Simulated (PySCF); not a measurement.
C$_{2}$H$_{6}$AlF, triplet, geometry from GFN2-xTB (such geometries of metal compounds can be far from the true shape) (a higher spin typed on purpose: for a closed-shell molecule this is an excited state).

The PySCF input:
```python
from pyscf import gto, scf, mp

mol = gto.Mole()
mol.atom = '''
    Al    0.19980914   -0.19312548    0.17540542
    C     1.86426202   -0.01408556   -1.33131879
    H     2.71149304   -0.59501172   -0.98260111
    H     2.10194063    1.04149136   -1.40422681
    H     1.47358845   -0.39396865   -2.26892868
    C    -1.33990430   -0.49273228    1.79163399
    H    -2.20356044   -0.94327075    1.31501834
    H    -1.57520826    0.49218926    2.17972022
    H    -0.91915931   -1.13736804    2.55602788
    F    -0.81475103    0.78749742   -0.71524128
'''
mol.basis = 'def2-svpd'
mol.spin = 2
mol.verbose = 3
mol.build()

mf = scf.UHF(mol)
mf.kernel()

pt = mp.MP2(mf, frozen=8)
pt.kernel()
print('E(MP2) = %.10f' % pt.e_tot)
```

What is the computed SCF-reference Mulliken (on the basis functions themselves) charges in atom order (MP2/def2-SVPD (PySCF))?

Al1 0.57, C2 -0.07, H3 0.05, H4 0.05, H5 0.05, C6 -0.07, H7 0.05, H8 0.05, H9 0.05, F10 -0.73

Estimate the SCF-reference HOMO energy that MP2/def2-SVPD returns for this input.

-6.11 eV

Give the number of basis functions at the level MP2/def2-SVPD.

135

What MP2 correlation energy does MP2/def2-SVPD give?

-0.5481 Eh

Predict the nuclear repulsion energy from MP2/def2-SVPD.

145.7623 Eh

These values belong to the state on which the SCF converged, which isn't shown to be the lowest.
